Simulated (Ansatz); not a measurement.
## Nudged elastic band run: CH8F2Si

Input:

```yaml
crystal:
  periodic: [false, false, false]
  atoms:
    - { symbol: Si, position_ang: [-0.549515, -1.090964, -0.577758] }
    - { symbol: H, position_ang: [0.41874, -1.370071, 0.531862] }
    - { symbol: H, position_ang: [-0.468689, -2.272869, -1.461988] }
    - { symbol: H, position_ang: [-1.886682, -1.031972, 0.045295] }
    - { symbol: C, position_ang: [-0.081508, 0.491844, -1.441655] }
    - { symbol: H, position_ang: [0.400513, 1.430788, 2.050541] }
    - { symbol: F, position_ang: [-0.193667, 1.987053, 1.57703] }
    - { symbol: H, position_ang: [1.027474, -0.613457, 1.740492] }
    - { symbol: F, position_ang: [1.297041, 0.000659, 2.407394] }
    - { symbol: H, position_ang: [-0.763358, 0.695652, -2.267613] }
    - { symbol: H, position_ang: [-0.127424, 1.333132, -0.751765] }
    - { symbol: H, position_ang: [0.927274, 0.440204, -1.851935] }
basis:
  gaussian: { orbitals: def2-mTZVP }
hamiltonian:
  xc: cam_b3lyp
  dispersion: d4
neb:
  order_check: false
  images: 7
  f_tol: 0.05
  max_iterations: 60
  optimiser: fire
  climbing: immediate
  final_atoms:
    - { symbol: Si, position_ang: [-1.29873883, -0.30574039, -0.27632646] }
    - { symbol: H, position_ang: [2.05033345, -1.81377695, 0.73411398] }
    - { symbol: H, position_ang: [-1.05355556, -1.75755094, -0.23252564] }
    - { symbol: H, position_ang: [-2.69165036, -0.02805482, -0.66993674] }
    - { symbol: C, position_ang: [-0.05815002, 0.60646703, -1.30207599] }
    - { symbol: H, position_ang: [0.32951613, 0.81303163, 1.92819558] }
    - { symbol: F, position_ang: [-1.16083222, 0.22301142, 1.2690634] }
    - { symbol: H, position_ang: [2.03054027, -1.17526823, 1.11881336] }
    - { symbol: F, position_ang: [1.2382516, 1.04115692, 1.99841515] }
    - { symbol: H, position_ang: [-0.07422292, 0.25214038, -2.33465253] }
    - { symbol: H, position_ang: [-0.26290072, 1.6771979, -1.31697478] }
    - { symbol: H, position_ang: [0.95160818, 0.46738507, -0.91620932] }
  initial_path:
    images:
      - { positions_ang: [[-0.549515, -1.090964, -0.577758], [0.41874, -1.370071, 0.531862], [-0.468689, -2.272869, -1.461988], [-1.886682, -1.031972, 0.045295], [-0.081508, 0.491844, -1.441655], [0.400513, 1.430788, 2.050541], [-0.193667, 1.987053, 1.57703], [1.027474, -0.613457, 1.740492], [1.297041, 0.000659, 2.407394], [-0.763358, 0.695652, -2.267613], [-0.127424, 1.333132, -0.751765], [0.927274, 0.440204, -1.851935]] }
      - { positions_ang: [[-0.59456183, -0.97728525, -0.49084491], [0.50925505, -1.31430292, 0.58744057], [-0.50834883, -2.19714732, -1.31208214], [-1.94916222, -0.90844502, 0.0671656], [-0.07054285, 0.52368473, -1.44655097], [0.39531761, 1.25703829, 2.01560168], [-0.29530282, 1.674463, 1.48836841], [1.08578503, -0.62529408, 1.66940179], [1.32560302, 0.05920151, 2.3695687], [-0.66727066, 0.6150202, -2.31644401], [-0.18828996, 1.40702015, -0.87271209], [0.95771748, 0.48604571, -1.75901263]] }
      - { positions_ang: [[-0.63960865, -0.86360649, -0.40393183], [0.59977011, -1.25853484, 0.64301914], [-0.54800866, -2.12142564, -1.16217628], [-2.01164244, -0.78491804, 0.08903621], [-0.05957771, 0.55552545, -1.45144694], [0.39012221, 1.08328858, 1.98066237], [-0.39693865, 1.36187301, 1.39970682], [1.14409606, -0.63713117, 1.59831157], [1.35416504, 0.11774402, 2.3317434], [-0.57118333, 0.5343884, -2.36527502], [-0.24915593, 1.48090829, -0.99365918], [0.98816095, 0.53188743, -1.66609026]] }
      - { positions_ang: [[-0.68465548, -0.74992774, -0.31701874], [0.69028516, -1.20276676, 0.6985977], [-0.58766849, -2.04570396, -1.01227042], [-2.07412266, -0.66139107, 0.11090681], [-0.04861256, 0.58736618, -1.45634291], [0.38492682, 0.90953886, 1.94572305], [-0.49857447, 1.04928301, 1.31104522], [1.20240709, -0.64896825, 1.52722136], [1.38272705, 0.17628653, 2.2939181], [-0.47509599, 0.4537566, -2.41410603], [-0.31002189, 1.55479644, -1.11460627], [1.01860443, 0.57772914, -1.57316789]] }
      - { positions_ang: [[-0.72970231, -0.63624899, -0.23010565], [0.78080021, -1.14699868, 0.75417627], [-0.62732832, -1.96998228, -0.86236456], [-2.13660287, -0.53786409, 0.13277741], [-0.03764742, 0.61920691, -1.46123889], [0.37973142, 0.73578915, 1.91078374], [-0.60021029, 0.73669302, 1.22238363], [1.26071812, -0.66080533, 1.45613115], [1.41128907, 0.23482904, 2.2560928], [-0.37900866, 0.3731248, -2.46293704], [-0.37088786, 1.62868459, -1.23555336], [1.0490479, 0.62357086, -1.48024552]] }
      - { positions_ang: [[-0.87196144, -0.55362184, -0.24166086], [1.09818352, -1.31369325, 0.7491607], [-0.73388513, -1.91687444, -0.70490483], [-2.27536475, -0.41041177, -0.06790113], [-0.04277307, 0.61602194, -1.42144816], [0.3671776, 0.75509977, 1.9151367], [-0.74036578, 0.60827262, 1.23405357], [1.45317366, -0.78942106, 1.3718017], [1.3680297, 0.43641101, 2.19167339], [-0.30281222, 0.3428787, -2.43086591], [-0.34389107, 1.64081292, -1.25590871], [1.02468797, 0.58452441, -1.33923647]] }
      - { positions_ang: [[-1.01422057, -0.47099469, -0.25321606], [1.41556683, -1.48038781, 0.74414512], [-0.84044194, -1.86376661, -0.5474451], [-2.41412662, -0.28295946, -0.26857967], [-0.04789872, 0.61283697, -1.38165744], [0.35462378, 0.77441039, 1.91948966], [-0.88052126, 0.47985222, 1.24572351], [1.6456292, -0.91803678, 1.28747226], [1.32477034, 0.63799298, 2.12725398], [-0.22661579, 0.31263259, -2.39879478], [-0.31689429, 1.65294124, -1.27626407], [1.00032804, 0.54547796, -1.19822742]] }
      - { positions_ang: [[-1.1564797, -0.38836754, -0.26477126], [1.73295014, -1.64708238, 0.73912955], [-0.94699875, -1.81065878, -0.38998537], [-2.55288849, -0.15550714, -0.4692582], [-0.05302437, 0.609652, -1.34186671], [0.34206996, 0.79372101, 1.92384262], [-1.02067674, 0.35143182, 1.25739346], [1.83808473, -1.04665251, 1.20314281], [1.28151097, 0.83957495, 2.06283456], [-0.15041936, 0.28238648, -2.36672366], [-0.28989751, 1.66506957, -1.29661942], [0.97596811, 0.50643152, -1.05721837]] }
      - { positions_ang: [[-1.29873883, -0.30574039, -0.27632646], [2.05033345, -1.81377695, 0.73411398], [-1.05355556, -1.75755094, -0.23252564], [-2.69165036, -0.02805482, -0.66993674], [-0.05815002, 0.60646703, -1.30207599], [0.32951613, 0.81303163, 1.92819558], [-1.16083222, 0.22301142, 1.2690634], [2.03054027, -1.17526823, 1.11881336], [1.2382516, 1.04115692, 1.99841515], [-0.07422292, 0.25214038, -2.33465253], [-0.26290072, 1.6771979, -1.31697478], [0.95160818, 0.46738507, -0.91620932]] }
```

Run as:

```bash
$ ansatz run input.yaml --threads 4 --pin off --max-ram 5120MiB --backend cpu --events-out ev --progress --plain --runs-dir out
```

Output, in part (warnings, iteration lines, the closing report on the highest movable image, with atoms numbered from 0):

```
NEB end point (image 0): max|allowed force component| = 2.466e-2 eV/Å (the criterion of neb.relax_end_points is 1.000e-2)
NEB end point (image 8): max|allowed force component| = 2.650e-2 eV/Å (the criterion of neb.relax_end_points is 1.000e-2)
NEB iter   1: max|band force component| = 2.539e0 eV/Å  barrier→ = 1.6655 eV  barrier← = 2.7771 eV  CI = image 4  Δτ_max = 0.0405 Å  (233 SCF iters)
NEB iter   2: max|band force component| = 1.682e0 eV/Å  barrier→ = 1.5864 eV  barrier← = 2.6980 eV  CI = image 4  Δτ_max = 0.0655 Å  (210 SCF iters)
NEB iter   3: max|band force component| = 2.942e0 eV/Å  barrier→ = 1.5314 eV  barrier← = 2.6430 eV  CI = image 4  Δτ_max = 0.0141 Å  (209 SCF iters)
NEB iter   4: max|band force component| = 1.703e0 eV/Å  barrier→ = 1.5253 eV  barrier← = 2.6369 eV  CI = image 4  Δτ_max = 0.0220 Å  (199 SCF iters)
NEB iter   5: max|band force component| = 1.019e0 eV/Å  barrier→ = 1.5160 eV  barrier← = 2.6276 eV  CI = image 4  Δτ_max = 0.0216 Å  (205 SCF iters)
NEB iter   6: max|band force component| = 1.259e0 eV/Å  barrier→ = 1.5065 eV  barrier← = 2.6181 eV  CI = image 4  Δτ_max = 0.0013 Å  (206 SCF iters)
NEB iter   7: max|band force component| = 1.192e0 eV/Å  barrier→ = 1.5059 eV  barrier← = 2.6175 eV  CI = image 4  Δτ_max = 0.0026 Å  (154 SCF iters)
NEB iter   8: max|band force component| = 1.060e0 eV/Å  barrier→ = 1.5048 eV  barrier← = 2.6164 eV  CI = image 4  Δτ_max = 0.0037 Å  (161 SCF iters)
NEB iter   9: max|band force component| = 8.707e-1 eV/Å  barrier→ = 1.5031 eV  barrier← = 2.6147 eV  CI = image 4  Δτ_max = 0.0046 Å  (160 SCF iters)
NEB iter  10: max|band force component| = 7.548e-1 eV/Å  barrier→ = 1.5009 eV  barrier← = 2.6125 eV  CI = image 4  Δτ_max = 0.0051 Å  (169 SCF iters)
NEB iter  11: max|band force component| = 7.230e-1 eV/Å  barrier→ = 1.4981 eV  barrier← = 2.6097 eV  CI = image 4  Δτ_max = 0.0053 Å  (168 SCF iters)
NEB iter  12: max|band force component| = 7.399e-1 eV/Å  barrier→ = 1.4949 eV  barrier← = 2.6065 eV  CI = image 4  Δτ_max = 0.0069 Å  (171 SCF iters)
NEB iter  13: max|band force component| = 7.654e-1 eV/Å  barrier→ = 1.4909 eV  barrier← = 2.6025 eV  CI = image 4  Δτ_max = 0.0011 Å  (172 SCF iters)
NEB iter  14: max|band force component| = 7.512e-1 eV/Å  barrier→ = 1.4903 eV  barrier← = 2.6019 eV  CI = image 4  Δτ_max = 0.0021 Å  (141 SCF iters)
NEB iter  15: max|band force component| = 7.237e-1 eV/Å  barrier→ = 1.4892 eV  barrier← = 2.6008 eV  CI = image 4  Δτ_max = 0.0031 Å  (152 SCF iters)
NEB iter  16: max|band force component| = 6.851e-1 eV/Å  barrier→ = 1.4876 eV  barrier← = 2.5992 eV  CI = image 4  Δτ_max = 0.0039 Å  (156 SCF iters)
NEB iter  17: max|band force component| = 6.387e-1 eV/Å  barrier→ = 1.4855 eV  barrier← = 2.5971 eV  CI = image 4  Δτ_max = 0.0046 Å  (159 SCF iters)
NEB iter  18: max|band force component| = 5.882e-1 eV/Å  barrier→ = 1.4829 eV  barrier← = 2.5945 eV  CI = image 4  Δτ_max = 0.0052 Å  (162 SCF iters)
NEB iter  19: max|band force component| = 5.563e-1 eV/Å  barrier→ = 1.4799 eV  barrier← = 2.5915 eV  CI = image 4  Δτ_max = 0.0067 Å  (169 SCF iters)
NEB iter  20: max|band force component| = 5.586e-1 eV/Å  barrier→ = 1.4761 eV  barrier← = 2.5876 eV  CI = image 4  Δτ_max = 0.0084 Å  (169 SCF iters)
NEB iter  21: max|band force component| = 5.469e-1 eV/Å  barrier→ = 1.4713 eV  barrier← = 2.5829 eV  CI = image 4  Δτ_max = 0.0105 Å  (169 SCF iters)
NEB iter  22: max|band force component| = 4.663e-1 eV/Å  barrier→ = 1.4656 eV  barrier← = 2.5772 eV  CI = image 4  Δτ_max = 0.0129 Å  (170 SCF iters)
NEB iter  23: max|band force component| = 4.591e-1 eV/Å  barrier→ = 1.4589 eV  barrier← = 2.5705 eV  CI = image 4  Δτ_max = 0.0157 Å  (170 SCF iters)
NEB iter  24: max|band force component| = 4.795e-1 eV/Å  barrier→ = 1.4511 eV  barrier← = 2.5627 eV  CI = image 4  Δτ_max = 0.0188 Å  (170 SCF iters)
NEB iter  25: max|band force component| = 4.661e-1 eV/Å  barrier→ = 1.4425 eV  barrier← = 2.5541 eV  CI = image 4  Δτ_max = 0.0226 Å  (182 SCF iters)
NEB iter  26: max|band force component| = 3.900e-1 eV/Å  barrier→ = 1.4334 eV  barrier← = 2.5450 eV  CI = image 4  Δτ_max = 0.0276 Å  (176 SCF iters)
NEB iter  27: max|band force component| = 3.211e-1 eV/Å  barrier→ = 1.4246 eV  barrier← = 2.5362 eV  CI = image 4  Δτ_max = 0.0315 Å  (181 SCF iters)
NEB iter  28: max|band force component| = 3.233e-1 eV/Å  barrier→ = 1.4174 eV  barrier← = 2.5290 eV  CI = image 4  Δτ_max = 0.0347 Å  (182 SCF iters)
NEB iter  29: max|band force component| = 2.226e-1 eV/Å  barrier→ = 1.4132 eV  barrier← = 2.5248 eV  CI = image 4  Δτ_max = 0.0403 Å  (188 SCF iters)
NEB iter  30: max|band force component| = 2.551e-1 eV/Å  barrier→ = 1.4125 eV  barrier← = 2.5241 eV  CI = image 4  Δτ_max = 0.0025 Å  (202 SCF iters)
NEB iter  31: max|band force component| = 2.545e-1 eV/Å  barrier→ = 1.4121 eV  barrier← = 2.5237 eV  CI = image 4  Δτ_max = 0.0050 Å  (163 SCF iters)
NEB iter  32: max|band force component| = 2.442e-1 eV/Å  barrier→ = 1.4114 eV  barrier← = 2.5230 eV  CI = image 4  Δτ_max = 0.0023 Å  (169 SCF iters)
NEB iter  33: max|band force component| = 2.279e-1 eV/Å  barrier→ = 1.4111 eV  barrier← = 2.5227 eV  CI = image 4  Δτ_max = 0.0044 Å  (158 SCF iters)
NEB iter  34: max|band force component| = 2.012e-1 eV/Å  barrier→ = 1.4105 eV  barrier← = 2.5221 eV  CI = image 4  Δτ_max = 0.0062 Å  (168 SCF iters)
NEB iter  35: max|band force component| = 1.728e-1 eV/Å  barrier→ = 1.4096 eV  barrier← = 2.5211 eV  CI = image 4  Δτ_max = 0.0077 Å  (166 SCF iters)
NEB iter  36: max|band force component| = 1.438e-1 eV/Å  barrier→ = 1.4085 eV  barrier← = 2.5201 eV  CI = image 4  Δτ_max = 0.0088 Å  (169 SCF iters)
NEB iter  37: max|band force component| = 1.559e-1 eV/Å  barrier→ = 1.4073 eV  barrier← = 2.5189 eV  CI = image 4  Δτ_max = 0.0094 Å  (171 SCF iters)
NEB iter  38: max|band force component| = 1.169e-1 eV/Å  barrier→ = 1.4064 eV  barrier← = 2.5180 eV  CI = image 4  Δτ_max = 0.0106 Å  (173 SCF iters)
NEB iter  39: max|band force component| = 1.206e-1 eV/Å  barrier→ = 1.4058 eV  barrier← = 2.5174 eV  CI = image 4  Δτ_max = 0.0119 Å  (169 SCF iters)
NEB iter  40: max|band force component| = 1.096e-1 eV/Å  barrier→ = 1.4057 eV  barrier← = 2.5173 eV  CI = image 4  Δτ_max = 0.0015 Å  (169 SCF iters)
NEB iter  41: max|band force component| = 1.044e-1 eV/Å  barrier→ = 1.4057 eV  barrier← = 2.5173 eV  CI = image 4  Δτ_max = 0.0030 Å  (149 SCF iters)
NEB iter  42: max|band force component| = 9.462e-2 eV/Å  barrier→ = 1.4056 eV  barrier← = 2.5171 eV  CI = image 4  Δτ_max = 0.0043 Å  (158 SCF iters)
NEB iter  43: max|band force component| = 8.176e-2 eV/Å  barrier→ = 1.4052 eV  barrier← = 2.5168 eV  CI = image 4  Δτ_max = 0.0054 Å  (166 SCF iters)
NEB iter  44: max|band force component| = 7.199e-2 eV/Å  barrier→ = 1.4045 eV  barrier← = 2.5161 eV  CI = image 4  Δτ_max = 0.0061 Å  (167 SCF iters)
NEB iter  45: max|band force component| = 8.432e-2 eV/Å  barrier→ = 1.4037 eV  barrier← = 2.5153 eV  CI = image 4  Δτ_max = 0.0066 Å  (165 SCF iters)
NEB iter  46: max|band force component| = 9.620e-2 eV/Å  barrier→ = 1.4029 eV  barrier← = 2.5145 eV  CI = image 4  Δτ_max = 0.0078 Å  (166 SCF iters)
NEB iter  47: max|band force component| = 9.138e-2 eV/Å  barrier→ = 1.4025 eV  barrier← = 2.5141 eV  CI = image 4  Δτ_max = 0.0095 Å  (168 SCF iters)
NEB iter  48: max|band force component| = 8.428e-2 eV/Å  barrier→ = 1.4026 eV  barrier← = 2.5142 eV  CI = image 4  Δτ_max = 0.0114 Å  (168 SCF iters)
NEB iter  49: max|band force component| = 8.632e-2 eV/Å  barrier→ = 1.4025 eV  barrier← = 2.5141 eV  CI = image 4  Δτ_max = 0.0134 Å  (167 SCF iters)
NEB iter  50: max|band force component| = 8.347e-2 eV/Å  barrier→ = 1.4007 eV  barrier← = 2.5123 eV  CI = image 4  Δτ_max = 0.0030 Å  (170 SCF iters)
NEB iter  51: max|band force component| = 1.209e-1 eV/Å  barrier→ = 1.4002 eV  barrier← = 2.5118 eV  CI = image 4  Δτ_max = 0.0012 Å  (153 SCF iters)
NEB iter  52: max|band force component| = 6.567e-2 eV/Å  barrier→ = 1.4001 eV  barrier← = 2.5117 eV  CI = image 4  Δτ_max = 0.0016 Å  (145 SCF iters)
NEB iter  53: max|band force component| = 7.037e-2 eV/Å  barrier→ = 1.4000 eV  barrier← = 2.5115 eV  CI = image 4  Δτ_max = 0.0007 Å  (146 SCF iters)
NEB iter  54: max|band force component| = 5.627e-2 eV/Å  barrier→ = 1.3999 eV  barrier← = 2.5115 eV  CI = image 4  Δτ_max = 0.0010 Å  (137 SCF iters)
NEB iter  55: max|band force component| = 5.060e-2 eV/Å  barrier→ = 1.3998 eV  barrier← = 2.5114 eV  CI = image 4  Δτ_max = 0.0004 Å  (138 SCF iters)
NEB iter  56: max|band force component| = 4.811e-2 eV/Å  barrier→ = 1.3998 eV  barrier← = 2.5114 eV  CI = image 4  Δτ_max = 0.0000 Å  (324 SCF iters)
Total energy: -14478.63833439 eV, -532.0801448151 hartree
Atom 0 at    -0.651547    -0.588292    -0.199164 Å, force     0.023187    -0.015450     0.015453 eV/Å
Atom 1 at     0.621090    -1.172627     0.744649 Å, force    -0.018385    -0.028289     0.008060 eV/Å
Atom 2 at    -0.478982    -1.934006    -0.821058 Å, force     0.011973     0.003602    -0.012362 eV/Å
Atom 3 at    -2.061352    -0.610727     0.221845 Å, force     0.014829    -0.014664     0.009815 eV/Å
Atom 4 at    -0.035367     0.632208    -1.456953 Å, force    -0.012281     0.005428     0.004594 eV/Å
Atom 5 at     0.409048     0.703367     1.871982 Å, force    -0.032779     0.013838    -0.047348 eV/Å
Atom 6 at    -0.545857     0.798824     1.233623 Å, force     0.010505     0.036019     0.002912 eV/Å
Atom 7 at     1.068693    -0.671653     1.373797 Å, force     0.002862     0.026935     0.054543 eV/Å
Atom 8 at     1.372508     0.215420     2.209216 Å, force     0.011565    -0.053307    -0.025137 eV/Å
Atom 9 at    -0.397286     0.355100    -2.447723 Å, force    -0.000702     0.012668    -0.002273 eV/Å
Atom 10 at    -0.355777     1.645482    -1.229281 Å, force     0.002567     0.015519    -0.012196 eV/Å
Atom 11 at     1.055027     0.626905    -1.501032 Å, force    -0.013341    -0.002296     0.003939 eV/Å
Dipole moment:    -0.033173    -0.098870    -0.358419 e Å
```

The run converged. Neighbouring images differ by up to 1.5 eV, so the band resolves the path poorly. The order of the stationary point at the top wasn't checked. The orbitals stay closed-shell, which can raise the energy where a bond breaks towards radicals; this wasn't checked here.

Final band (atoms are numbered from 1 in the order of the input):

```tsv
image	path coordinate (Å)	energy (eV)	Si1–H2 (Å)	H6–F7 (Å)	H8–F9 (Å)
0	0.00	0.00	1.50	0.94	0.95
1	0.63	0.01	1.50	0.94	0.95
2	1.27	0.06	1.50	0.94	0.95
3	1.89	0.38	1.51	0.96	0.97
4	2.50	1.40	1.69	1.15	1.26
5	3.35	-0.08	2.20	1.52	1.80
6	4.20	-0.94	2.71	1.69	2.17
7	5.04	-1.09	3.22	1.73	2.34
8	5.88	-1.11	3.81	1.73	2.51
```

Time of the run: 15 min on 4 threads of Arm Neoverse N1 (shared host), peak memory 0.27 GiB.
